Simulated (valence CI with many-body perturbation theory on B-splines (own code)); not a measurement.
The numbers below are computed, except where a source is named.
## Hf LXVII: magnetic and hyperfine properties of the levels

Method: relativistic CI+MBPT: four valence electrons over a frozen Dirac-Fock core [He], radial functions for each j: 11 s, 11 p, 9 d, 7 f, 5 g, 2 h, 1 i, with the one-electron correlation potential Σ1, the two-electron term Σ2, the three-electron term Σ3, Breit, model QED; selected CI, second order for the rest (own B-spline code, finite nucleus).

The last digits are not significant, and no measured levels were compared; by estimate large intervals hold to a few tenths of a per cent, small ones and those within an open d or f shell to about a per cent. Among the levels kept, up to 290 cm⁻¹ of a level comes from second order outside the variational space, and about a tenth of that is noise between levels of different J, which matters for small intervals.

A/g_I is the dipole constant over the nuclear g factor μ/I (μ in nuclear magnetons, uniformly magnetised nucleus), B/Q the quadrupole constant per barn. Both hold the static response of the core; the bare values leave it out. Large factors of s and p1/2 electrons are usually good to 5 to 10 %; those of open d and f shells near neutrality can be off by tens of per cent, and small factors of p3/2, d and f electrons come from cancelling terms and can be off by a factor of two or in sign, in half-filled shells by more. B is blank for J = 1/2, where it vanishes, and for nearly pure S terms. Energies count from the lowest level. Levels with J = 0 are left out.

Levels are named by their leading jj configuration (3d3/2^4 stands for four electrons in 3d with j = 3/2), which in mixed levels can hold well under half, so a name can repeat and another be missing. Letters in brackets count levels of one name in rising energy.

| Level | E (eV) | g | A/g_I (MHz) | A/g_I bare | B/Q (MHz/b) | B/Q bare |
| --- | --- | --- | --- | --- | --- | --- |
| (2s^2 2p1/2 2p3/2) J=1 | 1243 | 1.470 | -706000 | -678000 | 761000 | 762000 |
| (2s^2 2p1/2 2p3/2) J=2 | 1261 | 1.137 | 2240000 | 2250000 | 1430000 | 1440000 |
| (2s 2p1/2^2 2p3/2) J=2 | 1532 | 1.497 | 5620000 | 5590000 | 1460000 | 1460000 |
| (2s 2p1/2^2 2p3/2) J=1 | 1617 | 1.111 | -4110000 | -4030000 | 860000 | 861000 |
| (2s^2 2p3/2^2) J=2 | 2527 | 1.292 | 780000 | 796000 | 82800 | 82900 |
| (2s 2p1/2 2p3/2^2) J=2 [a] | 2747 | 1.548 | 4000000 | 3980000 | 241000 | 242000 |
| (2s 2p1/2 2p3/2^2) J=3 | 2791 | 1.296 | 5020000 | 4990000 | -4720 | -4760 |
| (2s 2p1/2 2p3/2^2) J=1 [a] | 2873 | 1.299 | -4880000 | -4790000 | -454000 | -455000 |
| (2s 2p1/2 2p3/2^2) J=2 [b] | 2882 | 1.047 | -352000 | -310000 | -167000 | -167000 |
| (2s 2p1/2 2p3/2^2) J=1 [b] | 2886 | 1.297 | 1.28e+07 | 1.26e+07 | 255000 | 256000 |
| (2p1/2^2 2p3/2^2) J=2 | 3188 | 1.307 | 727000 | 761000 | 78700 | 78800 |
| (2s 2p3/2^3) J=2 | 4090 | 1.434 | 5700000 | 5660000 | -1550000 | -1550000 |
| (2s 2p3/2^3) J=1 | 4173 | 1.157 | -4180000 | -4090000 | -659000 | -660000 |
| (2p1/2 2p3/2^3) J=1 | 4446 | 1.470 | -757000 | -704000 | -756000 | -757000 |
| (2p1/2 2p3/2^3) J=2 | 4465 | 1.122 | 2230000 | 2250000 | -1590000 | -1600000 |
| (2s^2 2p1/2 3s) J=1 | 9761 | 1.303 | 6330000 | 6290000 | -14400 | -14500 |
| (2s^2 2p1/2 3p1/2) J=1 | 9842 | 0.635 | 4380000 | 4360000 | -3490 | -3490 |
| (2s 2p1/2^2 3s) J=1 | 10020 | 2.004 | 1.30e+07 | 1.29e+07 | 7690 | 7700 |
| (2s 2p1/2^2 3p1/2) J=1 | 10114 | 1.342 | 1.11e+07 | 1.10e+07 | -5980 | -5990 |
| (2s^2 2p1/2 3p3/2) J=2 | 10232 | 1.145 | 1850000 | 1850000 | 448000 | 448000 |
| (2s^2 2p1/2 3p3/2) J=1 | 10233 | 1.499 | -1260000 | -1250000 | 223000 | 224000 |
| (2s^2 2p1/2 3d3/2) J=2 | 10295 | 0.743 | 1790000 | 1780000 | 92600 | 93300 |
| (2s^2 2p1/2 3d3/2) J=1 | 10321 | 0.827 | -1470000 | -1460000 | 38200 | 38500 |
| (2s^2 2p1/2 3d5/2) J=2 | 10407 | 1.283 | -952000 | -948000 | 87000 | 87600 |
| (2s^2 2p1/2 3d5/2) J=3 | 10411 | 1.093 | 1160000 | 1160000 | 83300 | 84100 |
| (2s 2p1/2^2 3p3/2) J=2 | 10498 | 1.497 | 5150000 | 5100000 | 437000 | 437000 |
| (2s 2p1/2^2 3p3/2) J=1 | 10503 | 1.136 | -4810000 | -4740000 | 230000 | 230000 |
| (2s 2p1/2^2 3d3/2) J=1 | 10561 | 0.469 | -4930000 | -4880000 | 39100 | 39400 |
| (2s 2p1/2^2 3d3/2) J=2 | 10566 | 1.112 | 5110000 | 5050000 | 75700 | 76300 |
| (2s 2p1/2^2 3d5/2) J=3 | 10669 | 1.329 | 3440000 | 3410000 | 76400 | 77100 |
| (2s 2p1/2^2 3d5/2) J=2 | 10686 | 1.030 | -3250000 | -3210000 | 63700 | 64400 |

Problem. Take the isotope of mass number 177, with I = 7/2, μ = 0.791 μN, leaving out the quadrupole term. What is the hyperfine structure of (2s 2p1/2 2p3/2^2) J=1 [a]?

Solution. From the table A = -1100000 MHz. Shifts from the centre of gravity in MHz: F = 5/2: 4950000, F = 7/2: 1100000, F = 9/2: -3850000.
